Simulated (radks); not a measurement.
Valence configurations of Bi2+. All-electron calculation, scalar-relativistic Kohn-Sham, BLYP, spin-polarised, spherical densities, finite nucleus; open shells are filled with parallel spins first (spin-orbit coupling, left out, can overturn this in heavy ions); Fermi nuclear charge, rms radius 5.5211 fm. Program: a radial shooting solver on a logarithmic mesh with Libxc functionals. Energies are relative to [Hg] 6p1; eigenvalues in eV for spin up.

valence                     E (eV)  moment (Bohr magnetons)    e(4f)    e(5d)    e(6p)    e(6s)
[Hg] 6p1                     0.000                        1  -169.98  -44.340  -19.520  -30.914
[Xe] 4f14 5d10 6s1.5 6p1.5   5.282                        2  -170.85  -45.212  -20.146  -31.707
[Xe] 4f14 5d9.5 6s2 6p1.5   12.649                        2  -173.31  -46.979  -20.473  -32.311
[Xe] 4f14 5d9 6s2 6p2       25.922                        3  -176.63  -49.590  -21.383  -33.659
[Xe] 4f13 5d10 6s2 6p2      159.35                        3  -191.33  -51.309  -21.540  -33.930
[Xe] 4f14 5d10 6p3          22.161                        3  -173.41  -47.552  -21.504        -
[Xe] 4f13.5 5d10 6s2 6p1.5  77.440                        2  -180.58  -47.804  -20.544  -32.436
[Xe] 4f13 5d10 6s1 6p3      170.12                        5  -192.91  -52.888  -22.626  -35.320
[Xe] 4f12.5 5d10 6s2 6p2.5  245.82                        4  -202.23  -54.857  -22.513  -35.400
[Xe] 4f13 5d9.5 6s2 6p2.5   174.35                        4  -194.73  -53.966  -22.432  -35.260

NIST lists [Hg] 6p1 as the ground configuration; this level of theory agrees among the configurations tried. The energies are those of spherical high-spin densities, not of single terms.
